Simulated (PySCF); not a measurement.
# Basis-set dependence of population analyses: `SC1CCCCC1`

Species: C₆H₁₂S.
Numbering: `[SH:1][CH:2]1[CH2:3][CH2:4][CH2:5][CH2:6][CH2:7]1` (hydrogens: H8 on S1; H9 on C2; H10, H11 on C3; H12, H13 on C4; H14, H15 on C5; H16, H17 on C6; H18, H19 on C7)

Geometry (PBE0-D3(BJ)/def2-SVP, Å), atoms numbered from 1 in this order:
```
atom  x, y, z in Å
S1     2.6831   -1.1908    0.2432
C2     1.1055   -0.4295   -0.2788
C3    -0.0182   -1.4046    0.0640
C4    -1.3798   -0.8351   -0.3231
C5    -1.6194    0.5292    0.3144
C6    -0.4935    1.5006   -0.0227
C7     0.8683    0.9314    0.3669
H8     3.4877   -0.2030   -0.2051
H9     1.1382   -0.3106   -1.3758
H10    0.0057   -1.6022    1.1512
H11    0.1576   -2.3701   -0.4365
H12   -2.1752   -1.5418   -0.0370
H13   -1.4329   -0.7381   -1.4226
H14   -1.6793    0.4110    1.4115
H15   -2.5907    0.9383   -0.0073
H16   -0.6530    2.4686    0.4789
H17   -0.5054    1.7095   -1.1080
H18    0.9293    0.8108    1.4628
H19    1.6741    1.6286    0.0844
```

PBE0 throughout (PySCF), one geometry, spherical d and f functions. Geometry: PBE0-D3(BJ)/def2-SVP, one conformer, isolated molecule. Atoms taken as equivalent share a column and are averaged. The first 7 of 13 kinds of atom are listed.

Mulliken charges (e):

```tsv
basis	functions	S1	C2	C3/C7	C4/C6	C5	H8	H9
STO-3G	51	+0.063	-0.133	-0.145	-0.142	-0.142	-0.020	+0.071
pcSseg-0	91	+0.015	-0.725	-0.380	-0.478	-0.477	+0.165	+0.289
6-31G	91	+0.056	-0.461	-0.288	-0.318	-0.312	+0.056	+0.202
6-31G*	126	-0.081	-0.309	-0.323	-0.329	-0.324	+0.104	+0.195
cc-pVDZ	162	-0.091	-0.248	+0.004	-0.053	-0.054	+0.087	+0.058
def2-SVP	162	-0.073	-0.291	+0.014	-0.053	-0.062	+0.074	+0.067
pcSseg-1	186	-0.081	-0.424	-0.164	-0.219	-0.228	+0.130	+0.148
6-311+G(2d,p)	269	-0.312	+0.534	-0.427	-0.419	-0.226	+0.105	+0.143
aug-cc-pVDZ	273	+0.175	-0.019	+0.674	+0.460	+0.568	+0.079	-0.429
def2-TZVP	295	-0.241	-0.042	-0.215	-0.200	-0.191	+0.141	+0.102
```

IAO charges (e):

```json
{"basis": "STO-3G", "functions": "51", "S1": "+0.066", "C2": "-0.214", "C3/C7": "-0.258", "C4/C6": "-0.254", "C5": "-0.256", "H8": "+0.018", "H9": "+0.118"}
{"basis": "pcSseg-0", "functions": "91", "S1": "-0.098", "C2": "-0.194", "C3/C7": "-0.267", "C4/C6": "-0.267", "C5": "-0.268", "H8": "+0.095", "H9": "+0.144"}
{"basis": "6-31G", "functions": "91", "S1": "-0.116", "C2": "-0.170", "C3/C7": "-0.266", "C4/C6": "-0.262", "C5": "-0.263", "H8": "+0.092", "H9": "+0.142"}
{"basis": "6-31G*", "functions": "126", "S1": "-0.087", "C2": "-0.166", "C3/C7": "-0.254", "C4/C6": "-0.249", "C5": "-0.250", "H8": "+0.076", "H9": "+0.133"}
{"basis": "cc-pVDZ", "functions": "162", "S1": "-0.093", "C2": "-0.163", "C3/C7": "-0.255", "C4/C6": "-0.250", "C5": "-0.250", "H8": "+0.085", "H9": "+0.132"}
{"basis": "def2-SVP", "functions": "162", "S1": "-0.082", "C2": "-0.165", "C3/C7": "-0.249", "C4/C6": "-0.245", "C5": "-0.245", "H8": "+0.079", "H9": "+0.129"}
{"basis": "pcSseg-1", "functions": "186", "S1": "-0.089", "C2": "-0.170", "C3/C7": "-0.255", "C4/C6": "-0.251", "C5": "-0.252", "H8": "+0.085", "H9": "+0.133"}
{"basis": "6-311+G(2d,p)", "functions": "269", "S1": "-0.094", "C2": "-0.169", "C3/C7": "-0.261", "C4/C6": "-0.256", "C5": "-0.257", "H8": "+0.086", "H9": "+0.136"}
{"basis": "aug-cc-pVDZ", "functions": "273", "S1": "-0.106", "C2": "-0.163", "C3/C7": "-0.260", "C4/C6": "-0.255", "C5": "-0.256", "H8": "+0.092", "H9": "+0.136"}
{"basis": "def2-TZVP", "functions": "295", "S1": "-0.088", "C2": "-0.171", "C3/C7": "-0.261", "C4/C6": "-0.257", "C5": "-0.257", "H8": "+0.083", "H9": "+0.136"}
```

Hirshfeld charges (e):

| basis | functions | S1 | C2 | C3/C7 | C4/C6 | C5 | H8 | H9 |
| --- | --- | --- | --- | --- | --- | --- | --- | --- |
| STO-3G | 51 | -0.037 | +0.007 | -0.020 | -0.016 | -0.016 | +0.015 | +0.004 |
| pcSseg-0 | 91 | -0.072 | -0.009 | -0.063 | -0.052 | -0.054 | +0.049 | +0.022 |
| 6-31G | 91 | -0.101 | -0.011 | -0.059 | -0.053 | -0.055 | +0.047 | +0.030 |
| 6-31G* | 126 | -0.106 | -0.013 | -0.059 | -0.055 | -0.057 | +0.050 | +0.033 |
| cc-pVDZ | 162 | -0.072 | -0.019 | -0.069 | -0.061 | -0.063 | +0.045 | +0.032 |
| def2-SVP | 162 | -0.061 | -0.019 | -0.073 | -0.063 | -0.064 | +0.045 | +0.030 |
| pcSseg-1 | 186 | -0.065 | -0.025 | -0.074 | -0.066 | -0.067 | +0.048 | +0.032 |
| 6-311+G(2d,p) | 269 | -0.058 | -0.039 | -0.081 | -0.071 | -0.072 | +0.045 | +0.038 |
| aug-cc-pVDZ | 273 | -0.053 | -0.038 | -0.084 | -0.074 | -0.076 | +0.042 | +0.039 |
| def2-TZVP | 295 | -0.063 | -0.034 | -0.080 | -0.071 | -0.072 | +0.045 | +0.038 |

Some averages cover members that differ in this geometry, most widely: C4/C6, Mulliken in aug-cc-pVDZ +0.438 to +0.482; C3/C7, Mulliken in aug-cc-pVDZ +0.654 to +0.694; C3/C7, Mulliken in def2-SVP -0.001 to +0.029; C3/C7, Mulliken in 6-311+G(2d,p) -0.441 to -0.412 e.

Task: Which scheme is steadiest as the basis changes?

Result: Largest range over the bases for any column: Hirshfeld 0.07 e, IAO 0.18 e, Mulliken 1.26 e. Hirshfeld charges move least and Mulliken charges most, counted in e. Without the minimal STO-3G basis the ranges are Hirshfeld 0.05, IAO 0.03, Mulliken 1.26 e.

Task: How much do the charges still move between the two largest bases, aug-cc-pVDZ and def2-TZVP?

Result: At most, over all atoms: Mulliken 0.900 e, IAO 0.018 e, Hirshfeld 0.010 e.

Task: What do the same runs give for the total energy, the frontier levels and the dipole moment?

Result: 
```
        basis  energy (Eh)  HOMO (eV)  LUMO (eV)  μ (D)
       STO-3G    -626.4798      -3.24       6.77   1.09
     pcSseg-0    -632.6487      -6.72       1.03   2.17
        6-31G    -633.5350      -6.63       1.25   2.24
       6-31G*    -633.6178      -6.56       1.02   2.00
      cc-pVDZ    -633.6572      -6.54       0.90   1.80
     def2-SVP    -633.3526      -6.52       0.94   1.74
     pcSseg-1    -633.5920      -6.69       0.61   1.90
6-311+G(2d,p)    -633.7168      -6.68       0.00   1.94
  aug-cc-pVDZ    -633.6729      -6.69      -0.21   1.96
    def2-TZVP    -633.7347      -6.66       0.48   1.87
```

The dipole is fixed by the density alone, so its range of 1.15 D shows that the density itself changes with the basis, not only its division among atoms.
